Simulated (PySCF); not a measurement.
Relaxation of quartet IrN₂

Level of theory: PySCF, UPBE0, basis Ir def2-TZVP with ECP60, N def2-TZVP (scalar-relativistic core potentials, no spin–orbit coupling, density fitting). A (50,194) grid was used.

A hand-made bent start, of C2v symmetry, held to at least that symmetry:

```xyz
3
charge 0 multiplicity 4, angstrom
Ir    0.0000    0.0000   -0.1272
N     1.4335    0.0000    0.8766
N    -1.4335    0.0000    0.8766
```

Problem. What does it relax to?

Solution. It ends at C2v with Ir–N 1.715 Å (×2); N–Ir–N 121.4°. A frequency run shows a minimum. Other isomers or separated fragments may lie lower.

Problem. How much energy is released, and in how many steps?

Solution. 11.7 kJ/mol in 4 steps.

Open d and f shells are described by one determinant, and the ground state may have another occupation or spin. Spin–orbit coupling, left out here, can matter for elements this heavy.

The relaxation took roughly 25 core-seconds on a shared host.
